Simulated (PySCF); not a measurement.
**Computed structure and properties of Pb(CH3)F**

System: Pb(CH3)F (singlet); start: displaced along the imaginary mode (C1). Method: PySCF 2.14.0, RKS B3LYP, Pb def2-SVP with ECP60, C def2-SVP, H def2-SVP, F def2-SVP; non-relativistic Hamiltonian with scalar-relativistic core potentials where named; density fitting; no spin-orbit coupling.

Input of the relaxation:

```python
mol = gto.M(atom='''
Pb    -0.01823     0.00195    -0.21028
C      1.89328    -0.00428     1.10857
H      2.80189    -0.23766     0.48517
H      2.00878     1.01987     1.57614
H      1.77313    -0.76429     1.93551
F     -1.34557    -0.01958     1.38970''',
    basis={'Pb': 'def2-SVP', 'C': 'def2-SVP', 'H': 'def2-SVP', 'F': 'def2-SVP'},
    ecp={'Pb': 'def2-SVP'},
    charge=0, spin=0)
mf = dft.RKS(mol, xc='B3LYP')
mf.grids.atom_grid = (50, 194)
mf = mf.density_fit()  # fitting sets: Pb def2-universal-JKFIT, C def2-universal-JKFIT, H def2-universal-JKFIT, F def2-universal-JKFIT
mf.conv_tol = 1e-08; mf.max_cycle = 55
mf.kernel(dm0)  # dm0: converged density of the start geometry
# quasi-Newton relaxation in Cartesian coordinates to a largest gradient under 0.00045 Eh/bohr, steps kept in the point group
```

Run from Python with OMP_NUM_THREADS=2; the lines above give its settings. Where DIIS fails, smearing, a level shift and second-order steps follow.
It took 4.3 s on 2 threads of Intel(R) Xeon(R) 6975P-C (Granite Rapids), on a shared host, from the converged density of the start.

Course of the relaxation:

```json
{"step": "0", "energy above end (eV)": "0.0356", "largest force component within the symmetry (eV/Å)": "0.801"}
{"step": "1", "energy above end (eV)": "0.0005", "largest force component within the symmetry (eV/Å)": "0.047"}
{"step": "2", "energy above end (eV)": "0.0000", "largest force component within the symmetry (eV/Å)": "0.012"}
{"step": "3", "energy above end (eV)": "0.0000", "largest force component within the symmetry (eV/Å)": "0.006"}
```

Relaxed geometry (C1):

```xyz
6

Pb   -0.0199    0.0161   -0.2112
C     1.8921   -0.0015    1.1097
H     2.7848   -0.2423    0.5098
H     2.0237    0.9959    1.5637
H     1.7754   -0.7358    1.9226
F    -1.3429   -0.0364    1.3902
```

```json
{"contact": "Pb1–C2 (CH3)", "Å": "2.324"}
{"contact": "Pb1–F6 (F)", "Å": "2.078"}
```

On the finer grid (75, 302):

```
HOMO                                                          : -6.28 eV
LUMO                                                          : -2.71 eV
Dipole about the centre of mass                               : 3.39 D
Set of Mulliken populations of Pb1 outside the core potential : s 3.92, p 7.27, d 10.11
D3(BJ) dispersion energy (not in the energies)                : -0.175 eV
```

| atom | Mulliken (e) | Löwdin (e) | spin (e) |
| --- | --- | --- | --- |
| Pb1 | 0.69 | 0.60 | 0.00 |
| C2 | -0.34 | -0.30 | 0.00 |
| H3 | 0.03 | 0.02 | 0.00 |
| H4 | 0.04 | 0.03 | 0.00 |
| H5 | 0.05 | 0.03 | 0.00 |
| F6 | -0.47 | -0.38 | 0.00 |

On the grid (50, 194), as all that follows. Harmonic modes: 1 unstable but soft, so probably a saddle point, though modes this soft are near the noise (counted below −25 cm⁻¹); lowest -46 cm⁻¹ (negative: unstable), highest 3133 cm⁻¹, zero-point energy 0.962 eV.

Taking off one CH3 (charge -1, singlet; the rest: singlet) in vacuum, both parts rigid, costs 10.12 eV; the small basis without counterpoise inflates it. Most of it is the attraction of opposite charges; other ways to part are cheaper, and one spin state was tried for the rest.

Rigid scan of CH3 along the line from its metal:

(distance to C2 (Å), energy (eV)): (2.02, 0.620), (2.12, 0.239), (2.22, 0.052), (2.32, 0.000), (2.42, 0.040), (2.52, 0.143), (2.72, 0.456), (3.02, 1.027), (3.42, 1.757), (3.92, 2.484)

Taking off one F (charge -1, singlet; the rest: singlet) in vacuum, both parts rigid, costs 9.86 eV; the small basis without counterpoise inflates it. Most of it is the attraction of opposite charges; other ways to part are cheaper, and one spin state was tried for the rest.

Rigid scan of F along the line from its metal:

distance to F6 (Å), energy (eV) and a bar:
```
     1.78      1.377 ###########
     1.88      0.511 ####
     1.98      0.106 #
     2.08      0.000 
     2.18      0.080 #
     2.28      0.274 ##
     2.48      0.820 #######
     2.78      1.706 ##############
     3.18      2.709 ######################
     3.68      3.616 ##############################
```

One start shape was tried, so this needn't be the lowest isomer.
